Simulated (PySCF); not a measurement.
UHF on Hg (mercury, neutral)

Configuration: [Xe] 4f14 5d10 6s1 7s1, high-spin 3S determinant (an excited configuration). All numbers are calculated (PySCF 2.14, scalar relativity through the core potential, in aug-cc-pVTZ-PP with one added diffuse shell each of s, p, d, f, g type with ECP60MDF (7s7p6d4f3g, 113 functions)).

- Total energy: -152.320756 hartree
- One-electron energy: -266.2073 hartree
- Hartree (Coulomb) energy: 126.7841 hartree
- Exchange energy: -12.8976 hartree
- ⟨S²⟩: 2.0018
- ⟨L²⟩: 0.000
- Sum of ⟨r⟩: 34.08 bohr
- Sum of ⟨r²⟩: 121.7 bohr²

```
shell  electrons  mean orbital energy (eV)  rms radius, mean of both spins (bohr)
 5s α          1                   -143.19                                  0.980
 5s β          1                   -142.98                                  0.980
 5p α          3                   -87.865                                   1.12
 5p β          3                   -87.855                                   1.12
 5d α          5                   -21.783                                   1.58
 5d β          5                   -21.438                                   1.58
 6s α          1                   -13.900                                   2.81
 7s α          1                    -2.515                                   8.91
```

Energies and moments cover only the electrons outside the core potential. Spin-orbit coupling, which splits the p, d and f shells strongly at this Z, is absent. The outer electron is Rydberg-like, and this basis confines it to a smaller radius and binds it less than a complete one would.
